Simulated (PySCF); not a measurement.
C2H5ClO2Si. Atoms are numbered in the order given.

```xyz
11

C     -2.0810    -0.0281     0.1584
C     -0.8220     0.2507    -0.1879
Cl    -0.4162     1.8223    -0.9059
Si     0.6627    -0.8916     0.0156
O      1.8909     0.0194     0.6648
O      0.2781    -2.1469     1.0267
H     -2.9072     0.6753     0.0200
H     -2.2997    -1.0046     0.6006
H      1.0313    -1.5130    -1.2745
H      1.8150     0.9707     0.5124
H      0.2229    -1.9412     1.9680
```

The structure is a stationary point at B3LYP-D3(BJ)/def2-SVP. The structure was generated by enumeration, and PubChem lists no compound with its InChIKey, so it may never have been made. One conformer was computed; it need not be the lowest.

All values below come from PySCF with PBE/def2-TZVP.

Isolated molecule, no solvent.

- total energy = -978.96658 hartree
- highest occupied level = -6.68 eV
- lowest empty level = -1.90 eV
- orbital gap = 4.77 eV
- dipole moment = 1.82 D
- quadrupole, principal values (traceless, Buckingham form, about the centre of nuclear charge) = -6.22, -0.07, 6.29 D·Å
- mean static polarisability = 68.8 bohr³ (10.19 Å³)
- polarisability, principal values = 51.4, 74.2, 80.6 bohr³
